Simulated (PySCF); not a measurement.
Compound: CH7B2O2P.
Numbering: `[BH2:1][O:2][B:3]([PH2:4])[O:5][CH3:6]` (hydrogens: H7, H8 on B1; H9, H10 on P4; H11, H12, H13 on C6)

Theory: PBE0-D3(BJ)/def2-SVP geometry optimisation, gas phase (PySCF).

Question: What internal coordinates does the optimisation give?

Answer: 
| bond | length (Å) | order |
| --- | --- | --- |
| B1–O2 | 1.352 | single |
| O2–B3 | 1.384 | single |
| B3–P4 | 1.938 | single |
| B3–O5 | 1.344 | single |
| O5–C6 | 1.410 | single |
| B1–H7, B1–H8 | 1.211 | single |
| P4–H9, P4–H10 | 1.425 | single |
| C6–H11, C6–H12, C6–H13 | 1.100 | single |

Bonds in one row agree within 0.01 Å and their mean is given. Orders are formal, as drawn. A selection of angles:
| angle | degrees |
| --- | --- |
| O2–B1–H7 | 117.7 |
| O2–B1–H8 | 120.4 |
| H7–B1–H8 | 121.9 |
| B1–O2–B3 | 129.6 |
| O2–B3–P4 | 122.9 |
| O2–B3–O5 | 119.0 |
| P4–B3–O5 | 117.9 |
| B3–P4–H9 | 96.8 |
| B3–P4–H10 | 95.4 |
| H9–P4–H10 | 95.6 |
| B3–O5–C6 | 124.1 |
| O5–C6–H11 | 109.1 |
| O5–C6–H12 | 112.0 |
| H11–C6–H12 | 109.0 |
| H11–C6–H13 | 108.4 |

Torsions: B1–O2–B3–P4 12° (synperiplanar); O2–B3–O5–C6 0° (synperiplanar). The mirror-image conformer, all signs reversed, is as good.

The 3 B–O bonds span 1.344 Å (B3–O5, drawn single) to 1.384 Å (O2–B3, drawn single), a spread of 0.040 Å. B3 (three-coordinate boron) is planar (angles 122.9°, 119.0° and 117.9°, sum 359.9°, 0.03 Å off the plane of its three neighbours). P4 (three-coordinate phosphorus) is pyramidal (angles 96.8°, 95.6° and 95.4°, sum 287.7°, 0.80 Å off the plane of its three neighbours). B1 (three-coordinate boron) is planar (angles 121.9°, 120.4° and 117.7°, sum 360.0°, 0.00 Å off the plane of its three neighbours). Of the pairs four or more bonds apart, O2···H12 is among the closest relative to their van der Waals radii: 2.37 Å, 87 % of the sum of Bondi's values.

Point group: C1 (no symmetry element, even within 0.4 Å). No frequency check. The numbers are those of one conformer (H–B1–O2–B3 -176° and 4°, B1–O2–B3–P4 12°, O2–B3–P4–H 52° and 148°, O2–B3–O5–C6 0°).
